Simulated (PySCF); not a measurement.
# Two-component Hartree-Fock for Tc⁺ (technetium, charge +1)

Start: [Kr] 4d4 5s1 5p1; 4d5/2 filled at m_j = -1/2, +1/2, +3/2, +5/2; 5s1/2 filled at m_j = +1/2; 5p3/2 filled at m_j = +3/2. Calculated with PySCF 2.14 in x2c-TZVPall-2c (8s9p7d1f, 77 functions): generalised Hartree-Fock with the X2C-1e Hamiltonian and a Gaussian nucleus; one run each with spin-orbit coupling (SO) switched off, then screened by Boettger's factors. This is a chosen level, not necessarily the ground level.

```
spinor shell  electrons  ε, spin-free (eV)  ε, screened SO (eV)  weight of nominal j (screened SO)  rms radius, screened SO (bohr)
       1s1/2          2           -21173.1             -21171.9                              1.000                          0.0394
       2s1/2          2            -3110.0              -3109.7                              1.000                           0.162
       2p1/2          2            -2778.1              -2859.8                              1.000                           0.141
       2p3/2          4            -2778.1              -2740.1                              1.000                           0.145
       3s1/2          2            -586.18              -586.16                              1.000                           0.442
       3p1/2          2            -474.28              -488.51                              1.000                           0.439
       3p3/2          4            -474.28              -467.69                              1.000                           0.450
       3d3/2          4            -293.27              -295.69                              0.969                           0.433
       3d5/2          6            -293.27              -291.69                              0.980                           0.436
       4s1/2          2            -102.58              -102.62                              1.000                            1.12
       4p1/2          2            -68.560              -73.015                              0.688                            1.25
       4p3/2          4            -68.560              -66.481                              0.844                            1.25
       4d5/2          4            -25.924              -25.930                              0.669                            1.71
       5s1/2          1            -17.483              -17.499                              0.997                            3.14
       5p3/2          1            -12.066              -11.964                              1.000                            3.77
```

```json
{"quantity": "E (hartree)", "spin-free": "-4282.26837", "screened SO": "-4282.81458"}
{"quantity": "M_J", "spin-free": "6", "screened SO": "6"}
{"quantity": "⟨J²⟩", "spin-free": "42.014", "screened SO": "42.022"}
{"quantity": "⟨L²⟩", "spin-free": "12.013", "screened SO": "12.089"}
{"quantity": "⟨S²⟩", "spin-free": "12.001", "screened SO": "11.965"}
```

Each row is a mean over spinors that exchange with the open shell spreads, by up to 9.867 eV (4p3/2).

Rows whose weight is well below 1 are mixtures of j = l ± 1/2: exchange outweighs spin-orbit coupling there, and the label is only the starting occupation.

Breit and QED terms are absent; they matter most for the inner s and p1/2 levels.

Densities and radii are taken from the X2C orbitals without a picture-change correction, which distorts them close to the nucleus.

Without spin-orbit coupling the j labels of p, d and f shells carry no meaning; the spin-free column gives the mean over the occupied spinors of each nl shell.
